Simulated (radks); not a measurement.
Results of a calculation; reference values are marked as such.
All-electron atom: Pr3+ in [Xe] 4f1 7p1 (not the ground configuration). Level of theory: Dirac Kohn-Sham, PBE, spin-unpolarised, spherical densities, point nucleus; open shells are shared between the two j in proportion to 2j + 1 (a radial shooting solver on a logarithmic mesh with Libxc functionals).

Normalised radial functions P(r) = r R(r) (large component), r in bohr:

```
   r/bohr * 5p1/2, o 4f5/2, + 7p1/2 (the largest magnitude, 1.03, reaches the edge; | marks zero, & curves that meet)
 0.001174                             &
 0.001898                             &
 0.003042                             &
 0.004916                             &
 0.007945                             &*
  0.01284                             o+*
  0.02075                             o+ *
  0.03353                             o+   *
  0.05376                             o +   *
  0.08688                             |&*
   0.1404                       *   + |  o
   0.2269                      *    + |        o
   0.3667                             | +    *            o
   0.5879                             |  +       *               o
   0.9501                *        +   |                       o
    1.535     *                    +  |            o
    2.481                   *         |   o   +
     4.01                            *o+
    6.429                +            &
    10.39                         +   &
    16.79                             &
```

5p1/2: eigenvalue -58.858 eV, 3 radial nodes at r = 0.100, 0.300, 0.758 bohr, <r> = 1.57 bohr, 90 % of the charge inside 2.25 bohr. 4f5/2: eigenvalue -43.795 eV, 0 radial nodes, <r> = 0.930 bohr, 90 % of the charge inside 1.54 bohr. 7p1/2: eigenvalue -11.369 eV, 5 radial nodes at r = 0.100, 0.298, 0.729, 1.76, 4.06 bohr, <r> = 6.40 bohr, 90 % of the charge inside 8.77 bohr.
